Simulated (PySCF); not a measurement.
C5H9OS (doublet state).
Z-matrix (Å and degrees, GFN2-xTB geometry), rows numbered from 1:
```
C 
C   1  1.5138
O   2  1.2327  1  121.83
C   2  1.4243  1  116.21  3   179.28
C   4  1.4734  2  120.06  1  -179.00
C   5  1.5472  4  109.23  2    73.48
S   6  1.8123  5  111.98  4   177.82
H   1  1.0883  2  109.87  3  -115.78
H   1  1.0862  2  109.79  3     4.36
H   1  1.0878  2  110.02  3   125.09
H   4  1.0780  2  119.77  1    -5.22
H   5  1.0938  4  109.37  2   -43.33
H   5  1.0902  4  111.72  2  -165.47
H   6  1.0895  5  110.62  4    60.41
H   6  1.0885  5  109.53  4   -61.02
H   7  1.3320  6   96.26  5    68.89
```

The hyperfine couplings belong to this conformer and change with its torsions.

As a line formula: `CC(=O)[CH]CCS` [radical].

Theory: PySCF, UKS B3LYP, pcH-1 on C H O S, non-relativistic, mean-field spin-orbit, GIAO. One conformer (not necessarily the lowest) at the GFN2-xTB geometry, without solvent, vibrations or thermal averaging. A GFN2-xTB geometry isn't a minimum of the functional, and hyperfine couplings can be far from their values at a DFT geometry. Stability of the SCF solution: not tested.

The Mulliken spin populations are largest on C4 (+0.83), O3 (+0.28), C2 (-0.09) and C5 (-0.06). The angles at C4 add up to 359.7°, so it is planar; its axial dipolar tensor and the negative coupling of its proton fit spin in a p orbital normal to that plane.

Task: McConnell's relation a(H) = Q·ρ ties the coupling of a proton on a planar π carbon to the spin population of that carbon. What Q do the computed values give?

Result: 
```
  H   C    ρ(C)  a(H) (G)  a/ρ (G)
H11  C4  +0.829    -18.14    -21.9
```

One proton gives one ratio, Q = -21.9 G, and no test of linearity.

Task: How do the β-proton couplings of this frozen conformer go with θ, the angle between the C–H bond and the normal to the plane of the spin centre's three neighbours, both seen down the bond from centre to carbon?

Result: 
```csv
β H,on,centre,θ (°),cos²θ,a (G)
H12,C5,C4,49,0.42,+17.23
H13,C5,C4,73,0.09,+4.33
```

Couplings in gauss use g_iso = 2.0048.

Time: 99 s wall (grids of density and orbitals included); peak memory 1.0 GiB. Hardware: one thread, Arm Neoverse V1 (aarch64), shared host.
